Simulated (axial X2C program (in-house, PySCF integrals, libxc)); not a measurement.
## PrOH⁺: a free-ion multiplet in an axial field

Calculated with an axial X2C code built on PySCF integrals: two-component X2C with atomic mean-field Coulomb and Gaunt terms, basis Pr dyall-v3z, O dyall-v3z, H dyall-v3z (cores contracted in-house). Orbitals come from Hartree–Fock averaged over the configuration Pr f3 s0 d(πδ)0; CI then distributes these electrons over the f, s, d(πδ) shells of Pr.

Pr–O–H held linear, bonds 2.088 and 0.950 Å (the second held).

(1) Which level do Hund's rules give for f3, how many Ω levels does it split into, and what is its Landé factor?

The computed levels compare thus:

| Ω | energy (cm⁻¹) | g∥ computed | 2gJΩ |
| --- | --- | --- | --- |
| 9/2 | 0 | 6.42 | 6.55 |
| 7/2 | 225 | 4.76 | 5.09 |
| 5/2 | 504 | 3.41 | 3.64 |
| 1/2 | 580 | 0.78 | 0.73 |
| 3/2 | 598 | 2.22 | 2.18 |

The 5 lowest levels are just these Ω; they span 598 cm⁻¹, the lowest has Ω = 9/2, and the next level lies at 1299 cm⁻¹. Departures of g∥ from 2gJΩ come from intermediate coupling and from mixing with the higher-lying level J + 1 of the term. The computed g∥ is the magnitude of 2⟨Lz + ge Sz⟩.

There is no dynamic correlation: spin–orbit spacings and, for f shells, spacings inside one term are the most reliable numbers, splittings between terms come out too wide, and energies between configurations are not reliable, so the lowest level need not be the ground state of the molecule. At most 4 roots were kept for each Ω > 0 (twice that for Ω = 0) within 2.2 eV of the lowest, so higher up levels can be missing between those listed; levels with Ω > 0 are doubly degenerate and listed once, Ω = 0 levels singly. States that fill the shells left empty in the average are placed too high. The molecule was held linear; bending was not examined.

## Answers

(1) S = 3/2, L = 6, J = 9/2 (4I9/2). It gives Ω = 1/2 to 9/2, 5 levels. gJ = 3/2 + [S(S+1) − L(L+1)]/[2J(J+1)] = 0.727, so g∥ = 2gJΩ.
